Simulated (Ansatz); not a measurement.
Problem. Name a neutral molecule of B, F, N, Si and H with HOMO–LUMO gap (PBE/def2-TZVPP) between 2.85 and 3.15 eV and HOMO energy (ωB97M-V/def2-TZVPP) between -9.30 and -9.00 eV (Ansatz, PBE0-D4/def2-TZVP geometry).

Solution. `N[SiH]([SiH3])BF` (3.14 eV, -9.12 eV). Other molecules can fit too; these were computed, each in one conformer that needn't be the lowest.
